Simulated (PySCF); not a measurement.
# Bond lengths and vibrations by method: BFH3OSi cation

All numbers below are calculated, not measured. The program is PySCF 2.14.0, an open-source quantum chemistry code, run on an isolated molecule that a program drew, which may never have been made. The molecule is BFH3OSi cation (charge +1, singlet), drawn as the SMILES string `BO[SiH+]F`.

The geometry was optimised and harmonic frequencies were computed with HF and MP2, all in the cc-pV(D+d)Z basis, for the commonest isotopes, with a restricted reference for singlets and an unrestricted one otherwise, and a frozen core in MP2. Each result is a local minimum of its method.

Geometry at the HF minimum:
```xyz
7
BFH3OSi cation, angstrom
B    -1.9583   -0.7130    0.4434
O    -0.8762    0.2127    0.5065
Si    0.4042    1.0467    0.5715
F     1.7784    0.3318    0.5824
H    -2.3227   -1.0061   -0.6444
H    -2.3813   -1.0828    1.4857
H     0.4169    2.4904    0.6248
```

Lengths of the bonds as drawn, in Å (atoms numbered as above):
```
  bond     HF    MP2
 B1-O2  1.425  1.436
O2-Si3  1.529  1.557
Si3-F4  1.549  1.573
 B1-H5  1.184  1.192
 B1-H6  1.184  1.192
Si3-H7  1.445  1.453
```

Rotational constants, in GHz:
| constant | HF | MP2 |
|---|---|---|
| A | 22.16 | 21.23 |
| B | 3.445 | 3.368 |
| C | 3.064 | 2.987 |

Harmonic frequencies in cm^-1, each column in rising order, so a row needn't be the same motion in every method:
```
rank,HF,MP2
1,102,83
2,130,121
3,177,195
4,366,?
5,634,580
6,749,717
7,865,815
8,1033,984
9,1056,1011
10,1116,1071
11,1309,1255
12,1388,1316
13,2528,2455
14,2786,2721
15,2927,2873
```

**Estimate the missing MP2 frequency from the HF column.**

A single factor s that minimises the squared misfit of MP2 against s times HF over the other rows is sum(HF x MP2) / sum(HF^2) = 0.9701, with an rms misfit of 21 cm^-1. For rank 4 it gives 0.9701 x 366 = 355 cm^-1. The calculation gives 334 cm^-1, 21 cm^-1 below the estimate. The drawn bonds are on average 1.0 % longer in MP2 than in HF.
